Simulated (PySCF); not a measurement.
Br3Sb, SMILES [Br][Sb-]([Br])[Br], charge -1, multiplicity 2.

Geometry: PBE-D3(BJ)/def2-SVPD. The def2 effective core potentials stand for the cores of Sb; spin–orbit coupling is left out.

These are PySCF 2.14.0 with PBE-D3(BJ)/def2-SVPD values and carry that method's errors.

Frequencies are harmonic and unscaled.

```
mode  ν (cm⁻¹)  IR (km/mol)  moving atoms (share of kinetic energy)
----  --------  -----------  --------------------------------------
1           22          0.5                        Br 78 %, Sb 22 %
2           30          2.7                        Sb 63 %, Br 37 %
3           53          1.5                                 Br 95 %
4          140          4.8                                 Br 97 %
5          165        140.3                        Sb 60 %, Br 40 %
6          207         30.2                        Br 58 %, Sb 42 %
```
